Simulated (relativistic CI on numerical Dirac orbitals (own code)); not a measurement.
**Sensitivity of the levels of Sn²⁴⁺ to α and to the nuclear radius**

Computed by Dirac-Coulomb-Breit CI, KLI orbitals optimised for each configuration, derivatives by finite differences, unscaled Slater integrals, QED left out (own radial code, finite nucleus).

Configuration list (outside the closed core [Ne]): 3s2 3p6 3d8, 3s2 3p5 3d9, 3s2 3p4 3d10, 3s 3p6 3d9, 3p6 3d10, 3s 3p5 3d10, 3s2 3p6 3d7 4s, 3s2 3p6 3d7 4p. Levels of other configurations are missing.

With x = (α/α₀)² − 1 an excitation energy changes as ω = ω₀ + qx; K = 2q/ω₀ is the relative enhancement. Terms are leading LS components, so labels can repeat. The field-shift factor is F = δν/δ⟨r²⟩ for the transition from the lowest level.

Lowest level 3s2 3p6 3d8 3F_4.

```tsv
Level	ω₀ (cm⁻¹)	q (cm⁻¹)	K	F (GHz/fm²)
3s2 3p6 3d8 1D_2	41494	2332	0.112	0.0278
3s2 3p6 3d8 3F_3	66196	69720	2.11	0.574
3s2 3p6 3d8 3P_2	105191	74620	1.42	0.678
3s2 3p6 3d8 3P_0	109732	22300	0.407	0.341
3s2 3p6 3d8 3P_1	131580	71680	1.09	0.703
3s2 3p6 3d8 1G_4	144744	63830	0.882	0.695
3s2 3p6 3d8 1D_2	167257	133600	1.6	1.11
3s2 3p6 3d8 1S_0	291233	122000	0.838	1.28
3s2 3p5 3d9 3F°_4	1727054	96730	0.112	4.42
3s2 3p5 3d9 1D°_2	1766679	109400	0.124	4.4
3s2 3p5 3d9 3D°_3	1823296	136300	0.15	4.64
3s2 3p5 3d9 3D°_2	1879099	165800	0.177	4.89
3s2 3p5 3d9 3P°_1	1880375	134000	0.142	4.18
```

At this charge energies of transitions that change n are usually good to better than 1 %, and those within a shell (Δn = 0) to a few per cent. Terms inside the open d or f shell come out 10 to 20 % too wide with unscaled integrals.
